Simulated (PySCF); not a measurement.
A structure optimised at PBE-D3(BJ)/def2-SVP, used in a PySCF frequency run:

```xyz
16

O     -1.5096     0.0866    -1.7360
C     -0.9221     0.0490    -0.6711
C     -0.5115     1.3267     0.0960
C      0.9293     1.2386     0.4728
C      1.3713     0.0114     1.1983
C      0.9865    -1.2552     0.3952
C     -0.5060    -1.2478     0.0171
H     -0.7601     2.2056    -0.5273
H     -1.1621     1.3535     1.0082
H      1.6583     1.9310     0.0255
H      2.4616     0.0234     1.3967
H      0.8651    -0.0505     2.1946
H      1.5942    -1.2931    -0.5340
H      1.2259    -2.1715     0.9755
H     -0.7756    -2.0923    -0.6461
H     -1.1169    -1.3349     0.9456
```
Charge 0, spin multiplicity 2.

**Question.** Write its SMILES and formula.

**Answer.** O=C1C[CH]CCC1, C6H9O

**Question.** What are its rotational constants (standard atomic weights)?

**Answer.** 4.3287, 2.5124, 1.7741 GHz
